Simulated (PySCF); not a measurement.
BrFH2OSi. Atoms are numbered in the order given.

```xyz
6

Si    -0.3881     0.3932     0.8561
O     -1.7974    -0.4038     1.1054
F     -0.6643     1.9137     0.3828
Br     0.7936    -0.5506    -0.7640
H      0.3593     0.4061     2.1221
H     -2.3446    -0.6340     0.3446
```

Geometry: r2SCAN-D4/def2-SVP. The values are those of a single conformer.

Level of theory: ωB97X/def2-TZVPD (PySCF).

The molecule is in vacuum.

Computed frontier levels, gap, dipole moment and polarisability:
```
Item                                                                                                           Result
---------------------------------------------------------------------------------------------  ----------------------
highest occupied level                                                                                      -11.30 eV
lowest empty level                                                                                            1.31 eV
orbital gap                                                                                                  12.61 eV
dipole moment                                                                                               0.223 e·Å
quadrupole, principal values (traceless, Buckingham form, about the centre of nuclear charge)  -5.43, -2.25, 7.68 D·Å
mean static polarisability                                                                       50.1 bohr³ (7.42 Å³)
polarisability, principal values                                                               44.2, 47.0, 59.1 bohr³
```
